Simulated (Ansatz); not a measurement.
CH$_{5}$GeNS (`C[S][Ge][NH2]`), charge 0, multiplicity 1.

Question: Give a relaxed structure at PBE0-D4/def2-TZVP (Ansatz). (Best estimate.)

Answer: The calculation gave: 
Cartesian coordinates in Å:
```
C 0.616 1.217 0.291
S 1.801 -0.134 0.089
Ge 0.637 -1.999 -0.370
N -1.053 -1.320 -0.340
H 1.186 2.119 0.514
H -0.064 1.024 1.122
H 0.049 1.385 -0.626
H -1.840 -1.924 -0.516
H -1.331 -0.368 -0.163
```
Point group Cs.
This is one stationary point; other conformers may exist.
